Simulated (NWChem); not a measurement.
System: C2H6F2Si; SMILES C([SiH3])C(F)F

Input file for NWChem:

```
start job
memory heap 200 mb stack 900 mb global 1100 mb
geometry units angstroms noautoz
  F      0.368929     1.331363    -1.091740
  C     -0.411693     1.146924     0.000000
  F      0.368929     1.331363     1.091740
  C     -0.991962    -0.242838     0.000000
  Si     0.280876    -1.655107     0.000000
  H     -1.178863     1.942496     0.000000
  H     -1.639233    -0.355238     0.884733
  H     -1.639233    -0.355238    -0.884733
  H      1.139214    -1.603908    -1.218472
  H     -0.482446    -2.940305     0.000000
  H      1.139214    -1.603908     1.218472
end
basis spherical
  * library def2-tzvp
end
dft
  xc pbe0
  iterations 150
  semidirect filesize 400000000
  mulliken
end
task dft energy
```

NWChem printed, in part:

```
             Northwest Computational Chemistry Package (NWChem) 7.3.0
             --------------------------------------------------------

 CS  symmetry detected

                             Geometry "geometry" -> ""
                             -------------------------

 Output coordinates in angstroms (scale by  1.889725989 to convert to a.u.)

  No.       Tag          Charge          X              Y              Z
 ---- ---------------- ---------- -------------- -------------- --------------
    1 F                    9.0000     0.38585336    -1.30336380    -1.09174000
    2 C                    6.0000    -0.39570830    -1.12294811     0.00000000
    3 F                    9.0000     0.38585336    -1.30336380     1.09174000
    4 C                    6.0000    -0.98312805     0.26380658     0.00000000
    5 Si                  14.0000     0.28241869     1.68261304     0.00000000
    6 H                    1.0000    -1.15877025    -1.92246113     0.00000000
    7 H                    1.0000    -1.63096942     0.37287109     0.88473300
    8 H                    1.0000    -1.63096942     0.37287109    -0.88473300
    9 H                    1.0000     1.14100902     1.63583588    -1.21847200
   10 H                    1.0000    -0.48751304     2.96386223     0.00000000
   11 H                    1.0000     1.14100902     1.63583588     1.21847200

 Effective nuclear repulsion energy (a.u.)     243.1646504532

      Symmetry information
      --------------------

 Group name             Cs
 Group number              2
 Group order               2
 No. of unique centers     8

                                 NWChem DFT Module
                                 -----------------

 Summary of "ao basis" -> "ao basis" (spherical)
 ------------------------------------------------------------------------------
       Tag                 Description            Shells   Functions and Types
 ---------------- ------------------------------  ------  ---------------------
 F                         def2-tzvp                11       31   5s3p2d1f
 C                         def2-tzvp                11       31   5s3p2d1f
 Si                        def2-tzvp                13       37   5s5p2d1f
 H                         def2-tzvp                 4        6   3s1p

      Symmetry analysis of basis
      --------------------------

        a'        120
        a"         77

            General Information
            -------------------
          SCF calculation type: DFT
          Wavefunction type:  closed shell.
          No. of atoms     :    11
          No. of electrons :    50
           Alpha electrons :    25
            Beta electrons :    25
          Charge           :     0
          Spin multiplicity:     1
          Use of symmetry is: on ; symmetry adaption is: on
          Maximum number of iterations: 150
          AO basis - number of functions:   197
                     number of shells:    81
          Convergence on energy requested:  1.00D-06
          Convergence on density requested:  1.00D-05
          Convergence on gradient requested:  5.00D-04

              XC Information
              --------------
                         PBE0 Method XC Functional
                     Hartree-Fock (Exact) Exchange  0.250
          PerdewBurkeErnzerhof Exchange Functional  0.750
            Perdew 1991 LDA Correlation Functional  1.000 local
           PerdewBurkeErnz. Correlation Functional  1.000 non-local

             Grid Information
             ----------------
          Grid used for XC integration:  medium
          Radial quadrature: Mura-Knowles
          Angular quadrature: Lebedev.
          Tag              B.-S. Rad. Rad. Pts. Rad. Cut. Ang. Pts.
          ---              ---------- --------- --------- ---------
          F                   0.50       49          12.0       434
          C                   0.70       49          11.0       434
          Si                  1.10       88          11.0       590
          H                   0.35       45          12.0       434
          Grid pruning is: on
          Number of quadrature shells:   415
          Spatial weights used:  Erf1

      Superposition of Atomic Density Guess
      -------------------------------------

 Sum of atomic energies:        -566.01307885

      Non-variational initial energy
      ------------------------------

 Total energy =    -568.044748
 1-e energy   =   -1266.731257
 2-e energy   =     455.521858
 HOMO         =      -0.353883
 LUMO         =       0.063854

      Symmetry analysis of molecular orbitals - initial
      -------------------------------------------------

  Numbering of irreducible representations:

     1 a'          2 a"

  Orbital symmetries:

     1 a'          2 a'          3 a"          4 a'          5 a'
     6 a'          7 a'          8 a"          9 a'         10 a'
    11 a"         12 a'         13 a'         14 a'         15 a"
    16 a'         17 a'         18 a"         19 a"         20 a'
    21 a"         22 a'         23 a"         24 a'         25 a'
    26 a'         27 a'         28 a"         29 a'         30 a'
    31 a"         32 a'         33 a"         34 a'         35 a'

------------------------------------------------------------
EAF file 0: "./job.aoints.0" size=422051840 bytes
------------------------------------------------------------
               write      read    awrite     aread      wait
               -----      ----    ------     -----      ----
     calls:      805         0         0         0         0
   data(b): 4.22e+08  0.00e+00  0.00e+00  0.00e+00
   time(s): 0.00e+00  0.00e+00  0.00e+00  0.00e+00  0.00e+00
rate(mb/s): 0.00e+00  0.00e+00
------------------------------------------------------------

     ---------------------------------------------
      Total Density - Mulliken Population Analysis
     ---------------------------------------------

[...]
```

Level: PBE0/def2-TZVP. All runs use the structure optimised with PBE0/def2-SVP.
